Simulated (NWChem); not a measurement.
System: BSiH$_{3}$O$_{2}$F$_{2}$; SMILES OB(O)[SiH](F)F

NWChem input:

```
start job
memory heap 200 mb stack 900 mb global 1100 mb
geometry units angstroms noautosym nocenter noautoz
  Si    -0.255696    -0.806304    -0.319311
  F      1.242591    -1.393406    -0.028753
  F     -1.232115    -1.492966     0.778428
  B     -0.020335     1.178052    -0.001184
  O      1.178816     1.615630     0.465485
  O     -1.016334     2.056629    -0.247008
  H     -0.685972    -1.310151    -1.649439
  H      1.810687     0.897729     0.592571
  H     -0.758155     2.964748    -0.039068
end
basis spherical
  * library sto-3g
end
dft
  xc hfexch
  iterations 150
end
property
  shielding
end
task dft property
```

Output (shortened):

```
             Northwest Computational Chemistry Package (NWChem) 7.3.0
             --------------------------------------------------------

                             Geometry "geometry" -> ""
                             -------------------------

 Output coordinates in angstroms (scale by  1.889725989 to convert to a.u.)

  No.       Tag          Charge          X              Y              Z
 ---- ---------------- ---------- -------------- -------------- --------------
    1 Si                  14.0000    -0.25569600    -0.80630400    -0.31931100
    2 F                    9.0000     1.24259100    -1.39340600    -0.02875300
    3 F                    9.0000    -1.23211500    -1.49296600     0.77842800
    4 B                    5.0000    -0.02033500     1.17805200    -0.00118400
    5 O                    8.0000     1.17881600     1.61563000     0.46548500
    6 O                    8.0000    -1.01633400     2.05662900    -0.24700800
    7 H                    1.0000    -0.68597200    -1.31015100    -1.64943900
    8 H                    1.0000     1.81068700     0.89772900     0.59257100
    9 H                    1.0000    -0.75815500     2.96474800    -0.03906800

 Effective nuclear repulsion energy (a.u.)     297.0367438140

  xc_inp: hfexch multiplicative factor not found.
                              NWChem Property Module
                              ----------------------

  itol2e modified to match energy
  convergence criterion.

                                 NWChem DFT Module
                                 -----------------

 Summary of "ao basis" -> "ao basis" (spherical)
 ------------------------------------------------------------------------------
       Tag                 Description            Shells   Functions and Types
 ---------------- ------------------------------  ------  ---------------------
 Si                          sto-3g                  5        9   3s2p
 F                           sto-3g                  3        5   2s1p
 B                           sto-3g                  3        5   2s1p
 O                           sto-3g                  3        5   2s1p
 H                           sto-3g                  1        1   1s

  itol2e modified to match energy
  convergence criterion.

[...]

          -----------------------------------------
          Chemical Shielding Tensors (GIAO, in ppm)
          -----------------------------------------

                                NWChem CPHF Module
                                ------------------

  scftype          =     RHF
  nclosed          =       28
  nopen            =        0
  variables        =      252
  # of vectors     =        3
  tolerance        = 0.10D-03
  level shift      = 0.00D+00
  max iterations   =       50
  max subspace     =       30

 SCF residual:    7.5873617752936001E-005

Iterative solution of linear equations
  No. of variables      252
  No. of equations        3
  Maximum subspace       30
        Iterations       50
       Convergence  1.0D-04

   iter   nsub   residual    time
   ----  ------  --------  ---------
     1      3    1.56D+00       6.0
     2      6    2.49D-01       6.6
     3      9    2.25D-02       7.2
     4     12    4.97D-03       7.8
     5     15    1.21D-03       8.4
     6     18    2.02D-04       9.0
     7     21    4.10D-05       9.6

      Atom:    1  Si
        Diamagnetic
    869.4162     -0.2128     -1.3134
     -0.2128    867.3291     -1.6558
     -1.3134     -1.6558    864.3920

        Paramagnetic
   -251.2159    -13.7066    -18.7653
    -13.7066   -301.6650    -20.3738
    -18.7653    -20.3738   -304.2700

        Total Shielding Tensor
    618.2004    -13.9193    -20.0787
    -13.9193    565.6641    -22.0296
    -20.0787    -22.0296    560.1220

           isotropic =     581.3288
          anisotropy =      66.0405

          Principal Components and Axis System
                 1           2           3
              625.3558    584.9226    533.7080

      1         0.9591     -0.0609      0.2765
      2        -0.1310      0.7702      0.6242
      3        -0.2510     -0.6349      0.7307

      Atom:    2  F
        Diamagnetic
    480.6544    -14.7397      6.8710
    -14.7397    450.3596     -2.6340
      6.8710     -2.6340    443.5111

        Paramagnetic
    -10.6322     83.1892    -60.9823
     83.1892    164.8170    -15.9110
    -60.9823    -15.9110    227.8167

        Total Shielding Tensor
    470.0223     68.4494    -54.1113
     68.4494    615.1766    -18.5449
    -54.1113    -18.5449    671.3278

           isotropic =     585.5089
          anisotropy =     174.5530

          Principal Components and Axis System
                 1           2           3
              701.8775    620.0183    434.6308

      1        -0.3246      0.1976      0.9250
      2        -0.4358      0.8367     -0.3316
      3         0.8395      0.5108      0.1855

      Atom:    3  F
        Diamagnetic
    459.1369     12.1412    -18.7083
     12.1412    451.2838    -13.4805
    -18.7083    -13.4805    461.7245

        Paramagnetic
    135.2551    -89.7528    122.1772
    -89.7528    156.1307     48.3933
    122.1772     48.3933     81.4383

        Total Shielding Tensor
    594.3920    -77.6116    103.4689
    -77.6116    607.4145     34.9129
    103.4689     34.9129    543.1629

           isotropic =     581.6565
          anisotropy =     175.5375

          Principal Components and Axis System
                 1           2           3
              698.6815    617.1166    429.1713

      1        -0.7683      0.1809      0.6141
      2         0.5008      0.7673      0.4006
      3        -0.3987      0.6153     -0.6801

      Atom:    4  B
        Diamagnetic
    205.2872     -1.2791      4.8831
     -1.2791    209.4990      1.5611
      4.8831      1.5611    192.1799

[...]
```

Level: Hartree-Fock/STO-3G, GIAO. STO-3G and 3-21G are far too small for this property and stand as cheap habits. All runs use the structure optimised with PBE0/def2-SVP. The printed shielding anisotropy is the first printed principal value minus the mean of the other two.
